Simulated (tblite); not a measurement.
Compound: C7H9ClO2.
Cartesian coordinates in Å at the GFN2-xTB level; atoms count from 1:
```
atom  x, y, z in Å
C1     3.004   -0.134    0.913
C2     1.712   -0.390    0.799
C3     0.697    0.653    0.605
C4    -0.684    0.490    1.151
C5    -0.481    0.354   -0.346
O6    -0.516   -0.897   -0.933
C7    -1.798   -1.500   -0.963
C8    -0.880    1.520   -1.156
O9    -1.006    2.642   -0.775
Cl10  -1.120    1.127   -2.858
H11    3.389    0.872    0.870
H12    3.727   -0.917    1.062
H13    1.339   -1.403    0.836
H14    1.081    1.664    0.544
H15   -0.905   -0.420    1.686
H16   -1.206    1.368    1.498
H17   -2.188   -1.661    0.048
H18   -1.658   -2.459   -1.458
H19   -2.514   -0.899   -1.530
```

Calculated harmonic vibrations of the isolated species, GFN2-xTB (tblite), most abundant isotopes, no scaling. This tight-binding method is rough: wavenumbers can miss measured ones by several per cent, in bad cases by 10 to 20. One conformer, not necessarily the lowest.

Harmonic wavenumbers (cm⁻¹): 41.7, 75.0, 101.6, 121.9, 140.2, 160.4, 214.1, 253.2, 302.4, 332.2, 395.7, 422.0, 465.7, 518.2, 611.1, 649.1, 698.1, 797.1, 849.1, 890.7, 896.2, 925.2, 959.9, 1007.8, 1024.4, 1053.3, 1060.0, 1073.8, 1127.6, 1158.9, 1183.7, 1208.7, 1260.8, 1279.5, 1348.8, 1401.2, 1410.3, 1432.1, 1464.2, 1478.8, 1696.5, 1783.7, 2931.0, 2958.9, 3038.6, 3050.2, 3083.3, 3090.1, 3104.5, 3113.7, 3138.4.

A = 1643, B = 797.2, C = 701.0 MHz; mass 160.029 u (most abundant isotopes); point group C1, symmetry number 1.

Task: Zero-point energy?

Result: ½Σν̃ = 31392 cm⁻¹ = 375.53 kJ/mol.

Task: What is S at 298.15 K and 1 bar for an ideal gas of classical rigid rotors and harmonic oscillators?

Result: Translation 172.15, rotation 126.52, vibration 139.74: S = 438.4 J/(mol K).

Task: And Cp and H(298.15 K) − H(0)?

Result: Cp = 172.94 J/(mol K), of which vibrations give 139.68 (their classical limit is 51 R = 424.0); H(298.15 K) − H(0) = 31.66 kJ/mol without the zero-point energy, 21.75 from vibrations.

Task: How do the functions run with temperature in this model?

Result: 
| T (K) | S (J/(mol K)) | Cp (J/(mol K)) | H − H(0) (kJ/mol) | G − H(0) (kJ/mol) | ln q(vib) |
| --- | --- | --- | --- | --- | --- |
| 100 | 304.5 | 87.1 | 5.86 | -24.58 | 2.02 |
| 200 | 378.5 | 130.4 | 16.78 | -58.91 | 5.10 |
| 300 | 439.5 | 173.7 | 31.98 | -99.86 | 8.09 |
| 500 | 547.2 | 250.5 | 74.81 | -198.79 | 13.83 |
| 800 | 682.1 | 322.2 | 161.76 | -383.92 | 21.85 |
| 1000 | 757.4 | 352.4 | 229.38 | -528.04 | 26.75 |

q(vib) and H(0) count from the zero-point level.

Task: What must be added to the electronic energy to get the Gibbs energy at 298.15 K and 1 bar?

Result: ZPE + [H(298.15 K) − H(0)] − T·S = 375.53 + 31.66 − 130.71 = 276.48 kJ/mol.

Task: Which modes carry the vibrational entropy at 298.15 K?

Result: 41.7 cm⁻¹: 21.66; 75.0 cm⁻¹: 16.81; 101.6 cm⁻¹: 14.32; 121.9 cm⁻¹: 12.84; 140.2 cm⁻¹: 11.72; 160.4 cm⁻¹: 10.65 J/(mol K); the other 45 give 51.73 together.

Task: Blend soft modes into free rotors: weight 1/[1 + (100 cm⁻¹/ν̃)⁴] for the oscillator and the rest for a rotor with moment μB/(μ + B), μ = h/(8π²ν), B = 10⁻⁴⁴ kg m². What vibrational entropy results?

Result: 129.10 J/(mol K) in place of 139.74, which changes −T·S at 298.15 K by +3.17 kJ/mol.

Hindered rotation and anharmonicity are outside this model. Other conformers, if any are populated, would add a mixing term that is left out. The structure is chiral; the term R ln 2 for an equal mix with its mirror image is left out.
